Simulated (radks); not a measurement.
The numbers below are computed, except where a source is named.
Problem. Ar III, 16 electrons, occupied as [He] 2s2 2p4 3s2 3p4 4p2 (not the ground configuration). Level of theory: Dirac Kohn-Sham, PBE, spin-unpolarised, spherical densities, finite nucleus; open shells are shared between the two j in proportion to 2j + 1; Fermi nuclear charge, rms radius 3.4274 fm (a radial shooting solver on a logarithmic mesh with Libxc functionals).

Spin-orbit splittings of the eigenvalues, e(l+1/2) - e(l-1/2), with zeta = 2 splitting/(2l+1) and mean radii in bohr:

| shell | occ. | splitting (eV) | zeta (eV) | <r> j=l-1/2 | <r> j=l+1/2 |
|---|---|---|---|---|---|
| 2p | 4 | ? | ? | 0.3536 | 0.3558 |
| 3p | 4 | 0.3442 | 0.2295 | 1.216 | 1.221 |
| 3d | 0 | 0.04092 | 0.01637 | 1.305 | 1.306 |
| 4p | 2 | 0.05302 | 0.03534 | 3.304 | 3.313 |

Estimate the 2p splitting.

Solution. 2.517 eV (zeta = 1.678 eV).
